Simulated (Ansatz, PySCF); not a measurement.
Gas-phase reaction in SMILES: [F][Bi]([F])[F] → [F][Bi]([F])[F] as doublet, charge +1 + e-
Each molecule is optimised on its own at B3LYP-D3(BJ)/def2-TZVP (Ansatz, a first-principles code). A spin state is the lowest found, not a proven ground state.
Geometry of the first species:
```xyz
4

Bi     0.0004    -0.0017     0.2538
F     -1.3717    -1.0299    -0.7847
F     -0.2126     1.7093    -0.7687
F      1.5802    -0.6640    -0.7875
```
Charge 0, spin multiplicity 1.

Property: adiabatic ionisation energy (0 K, with B3LYP-D3(BJ) harmonic zero-point energies from PySCF), in eV. Correlated levels leave the core frozen unless marked. UHF or UKS for open shells. Spin-orbit coupling is left out. Frozen are the shells of the preceding noble gas and the d and f shells that filled before the atom's block. Past Kr the def2 sets carry scalar-relativistic core potentials. CBS marks a two-point X^-3 extrapolation of the correlation energy; Hartree-Fock from the larger set. The bracket is a focal-point correction in the basis named.

| level | program | adiabatic ionisation energy (eV) |
|---|---|---|
| HF/def2-TZVPPD | Ansatz | 12.11 |
| PBE-D4/def2-TZVPD | Ansatz + dftd4 | 11.93 |

**Question.** Predict the RI-MP2/CBS(def2-TZVPP,def2-QZVPP)+[CCSD(T)-MP2]/def2-TZVPP result (Ansatz).

**Answer.** 12.53 eV, so PBE-D4/def2-TZVPD differs from it by -0.60 eV.
